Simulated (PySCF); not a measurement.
# Ta⁺: ionisation energy

Ta⁺ [Xe] 4f14 5d3 6s1 (5F) → Ta²⁺ [Xe] 4f14 5d3 (4F), as a difference of total energies. Calculation: PySCF 2.14, in def2-TZVPPD with the def2 core potential (60 electrons); a scalar-relativistic core potential. Correlated levels: valence: 5s2 5p6 frozen; valence and next inner shell: nothing frozen outside the core potential. The calculations carry no spin-orbit coupling.

Question: Order these methods by the ionisation energy they give, lowest first.
A. MP2 (valence and next inner shell)
B. UHF
C. PBE
D. MP2 (valence)

Answer: B (14.140 eV), D (14.492 eV), A (14.992 eV), C (15.412 eV).

The reference lies between the lowest fine-structure levels, while these numbers refer to the centres of the terms.

Errors of the correlated levels include the incompleteness of this basis and the frozen core.

For comparison: 16.2 ± 0.5 eV (semi-empirical (NIST evaluation); NIST Atomic Spectra Database, ionization energies).
